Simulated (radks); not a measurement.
The lanthanum ion La27+, configuration [Ar] 3d10 4s2 (the NIST ground configuration).

Method: scalar-relativistic Kohn-Sham, BLYP, spin-polarised, spherical densities, finite nucleus; Fermi nuclear charge, rms radius 4.855 fm; computed with a radial shooting solver on a logarithmic mesh with Libxc functionals.

Energy parts (Ry):
part                       energy
total                 -16265.8310
kinetic                17242.5096
electron-nucleus      -37288.7271
Hartree                 4126.3569
exchange-correlation    -345.9704

Orbitals (lengths in bohr, moments of r in powers of bohr; r(90%) holds 90 % of the orbital's charge):
\begin{tabular}{lrrr}
orbital & occ. & eigenvalue (Ry) & r(90%) \\ \hline
1s & 2 & -2915.267 & 0.0452 \\
2s & 2 & -518.6835 & 0.166 \\
2p & 6 & -471.9918 & 0.153 \\
3s & 2 & -158.2577 & 0.411 \\
3p & 6 & -143.3024 & 0.415 \\
3d & 10 & -122.2440 & 0.393 \\
4s & 2 & -72.41943 & 0.819 \\
\end{tabular}

The highest occupied level is 4s at -985.32 eV. Summed over all electrons, <r^2> = 2.311 bohr^2, which gives a Langevin (diamagnetic) susceptibility term of -1.83 x 10^-6 cm^3/mol. The electron density at the nucleus is 3.657e+05 e/bohr^3 (large components only). For comparison, the ionisation energy in NIST's Atomic Spectra Database is 995 eV (theoretical). In exact Kohn-Sham theory the highest level is minus the ionisation energy, but local and semilocal functionals leave it too shallow, through self-interaction and a potential that decays too fast; potentials with the right tail come closer.
